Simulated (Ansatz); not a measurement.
Geometry optimisation, RKS PBE/def2-SVP (Ansatz 0.2.0).

Input file:

```yaml
crystal:
  periodic: [false, false, false]
  atoms:
    - { symbol: Zr, position_ang: [-0.122463, 0.114589, -0.045095] }
    - { symbol: O, position_ang: [-0.148287, 0.015351, 1.97784] }
    - { symbol: H, position_ang: [-0.776009, 0.072728, 2.715941] }
    - { symbol: F, position_ang: [1.661534, 0.353149, -0.684268] }
    - { symbol: F, position_ang: [-1.126569, 1.650031, -0.564649] }
    - { symbol: F, position_ang: [-1.013228, -1.363953, -0.864382] }
    - { symbol: Br, position_ang: [1.807686, -2.877278, 1.54389] }
    - { symbol: H, position_ang: [1.122336, -1.757717, 2.288423] }
basis:
  gaussian: { orbitals: def2-SVP }
hamiltonian:
  xc: pbe
relax:
  f_tol: 0.03
  max_steps: 50
output:
  orbitals: {}
```

Launched with:

```bash
$ ansatz run input.yaml --threads 4 --pin off --max-ram 5120MiB --backend cpu --events-out ev --progress --plain --runs-dir out
```

Problem. Where does it end, and by what steps?

Solution. The forces met the threshold. After 28 steps the energy has fallen by 0.970 eV; F5 moved furthest, 1.61 Å. Parted: Br7–H8 (1.51 → 2.80 Å). Joined: Zr1–Br7 (3.90 → 2.57 Å), O2–H8 (2.20 → 0.98 Å).

| step | energy less start (eV) | largest force component (eV/Å) | accepted |
| --- | --- | --- | --- |
| 0 | 0.0000 | 1.356 | yes |
| 1 | -0.1151 | 0.324 | yes |
| 2 | -0.1266 | 0.107 | yes |
| 3 | -0.1352 | 0.128 | yes |
| 4 | -0.1440 | 0.138 | yes |
| 5 | -0.1505 | 0.125 | yes |
| 6 | -0.1523 | 0.117 | yes |
| 7 | -0.1535 | 0.200 | yes |
| 8 | -0.1439 | 0.889 | no |
| 9 | -0.1556 | 0.269 | yes |
| 10 | -0.1638 | 0.536 | yes |
| 11 | -0.2092 | 0.574 | yes |
| 12 | -0.3071 | 0.954 | yes |
| 13 | -0.4901 | 1.158 | yes |
| 14 | -0.7010 | 2.265 | yes |
| 15 | -0.8029 | 0.995 | yes |
| 16 | -0.8157 | 0.459 | yes |
| 17 | -0.8544 | 0.128 | yes |
| 18 | -0.8362 | 0.677 | no |
| 19 | -0.8670 | 0.274 | yes |
| 20 | -0.8756 | 0.260 | yes |
| 21 | -0.8908 | 0.275 | yes |
| 22 | -0.9099 | 0.451 | yes |
| 23 | -0.9244 | 0.569 | yes |
| 24 | -0.9440 | 0.604 | yes |
| 25 | -0.9634 | 0.422 | yes |
| 26 | -0.9680 | 0.095 | yes |
| 27 | -0.9697 | 0.091 | yes |
| 28 | -0.9701 | 0.024 | yes |

```xyz
8
Properties=species:S:1:pos:R:3
Zr 0.418 -0.387 -0.069
O -0.652 -0.671 2.048
H -0.798 0.191 2.487
F 1.416 0.046 -1.637
F 0.026 1.404 0.526
F -1.056 -1.350 -0.802
Br 2.169 -1.812 1.153
H -0.116 -1.213 2.662
```

Whether the end is a true minimum wasn't checked by a vibrational analysis.

Time of the run: 65 s on 4 threads of Arm Neoverse V1, on a shared host, peak memory 0.2 GiB.
